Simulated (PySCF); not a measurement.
A PySCF script (with the pyscf-properties extension) for the NMR shieldings of `N#CC[S@+]1C[CH2][AlH2-]1`, C4H8AlNS, on a GFN2-xTB geometry:

```python
import basis_set_exchange as bse
import numpy as np
from pyscf import gto, dft
from pyscf.prop import nmr

atoms = """
N     2.265329    2.250462   -0.736756
C     2.036681    1.220193   -0.297458
C     1.700826   -0.065185    0.235808
S     0.573909   -0.961737   -0.902506
C    -0.758151    0.281546   -1.070154
C    -1.461491    0.467316    0.282385
Al   -1.066065   -1.404144    0.946968
H     1.216186    0.035823    1.216766
H     2.593228   -0.686176    0.327090
H    -1.425059   -0.161596   -1.811032
H    -0.315658    1.184678   -1.493505
H    -2.489603    0.799033    0.090772
H    -0.989656    1.306342    0.817717
H    -0.052560   -1.685936    2.098615
H    -1.832329   -2.572630    0.273377
"""
names = dict.fromkeys(["N", "C", "S", "Al", "H"], "pcSseg-1")
basis = {el: gto.basis.parse(bse.get_basis(n, elements=[el], fmt="nwchem")) for el, n in names.items()}
mol = gto.M(atom=atoms, basis=basis, charge=0, verbose=0)
mf = dft.RKS(mol, xc="PBE0")
mf.grids.level = 2
mf.grids.alignment = dft.numint.BLKSIZE   # the property module wants whole blocks of grid points
mf.conv_tol = 1e-9
mf.kernel()

calc = nmr.RKS(mf)   # GIAO
C = mf.mo_coeff
Co = C[:, mf.mo_occ > 0]
resp = mf.gen_response(singlet=True, hermi=2)
def vind(x):   # induced exchange potential for any number of trial vectors
    d = np.einsum("pi,xij,qj->xpq", C, 2 * x.reshape(-1, C.shape[1], Co.shape[1]), Co, optimize=True)
    return np.einsum("xpq,pi,qj->xij", resp(d - d.transpose(0, 2, 1)), C, Co, optimize=True).ravel()
mo1, _ = nmr.rhf.solve_mo1(calc, with_cphf=vind)
sigma = calc.kernel(mo1)
for i, s in enumerate(sigma):   # ppm
    print("%2d %-2s %9.2f" % (i, mol.atom_pure_symbol(i), np.trace(s) / 3))
```

Question: Give the expected output.

Answer: 
```
 0 N     -44.37
 1 C      68.47
 2 C     163.23
 3 S     512.96
 4 C     146.41
 5 C     179.75
 6 Al    376.30
 7 H      27.33
 8 H      28.46
 9 H      28.22
10 H      27.71
11 H      30.60
12 H      30.16
13 H      27.12
14 H      26.76
```

These numbers come from an equivalent density-fitted implementation of the same equations, which agrees with the script to about 0.01 ppm for H and up to a few tenths of a ppm for heavy atoms, so last digits may differ.

Size and cost of the density-fitted run: 173 basis functions, 57 s wall time on 1 thread of an Arm Neoverse N1, shared host; peak memory 0.94 GiB.
